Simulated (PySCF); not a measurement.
All values below come from PBE-D3(BJ)/def2-TZVP // r2SCAN-D4/def2-SVP in PySCF 2.14.0. Gas-phase values, no solvent. One relaxed conformer stands for a flexible species; it need not be the lowest. 

Reference species: [Zr(Br)4] (neutral, multiplicity 1).

```json
{
  "HOMO": "-7.66 eV",
  "HOMO–LUMO gap": "4.05 eV"
}
```

Changed species: [Zr(NH2)2(Br)2] (2 of 4 NH2 replaced by Br; the reference has 4 of 4 NH2 replaced by Br).

Question: What does the change do to the HOMO and HOMO–LUMO gap?

Answer: the HOMO increases by 1.25 eV, to -6.41 eV; the HOMO–LUMO gap drops by 0.08 eV, to 3.97 eV.
